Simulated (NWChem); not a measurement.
System: AgH2OI; SMILES [OH2]->[Ag][I]

```xyz
5

Ag     0.0032     1.0250    -0.0267
I     -0.0009    -1.5418     0.0052
O     -0.0074     3.2689     0.0187
H      0.7475     3.7037     0.4333
H     -0.7898     3.6892     0.3954
```
Atoms are numbered in this order, from 1.

The geometry was optimised at PBE0/def2-SVP. Not confirmed as a minimum by frequencies. B3LYP is NWChem's, with the RPA form of VWN correlation. def2 effective core potentials on Ag, I; no spin-orbit coupling.

Problem. List the 4 lowest vertical singlet excitations from B3LYP/def2-SVPD with def2 effective core potentials on Ag, I, TDA (NWChem).

Solution. 
```csv
state,energy (eV),oscillator strength,leading excitation (squared amplitude)
S1,3.18,0.007,HOMO → LUMO (0.99)
S2,3.19,0.008,HOMO−1 → LUMO (0.99)
S3,4.30,0.116,HOMO−2 → LUMO (0.89)
S4,4.96,0.018,HOMO → LUMO+1 (0.92)
```
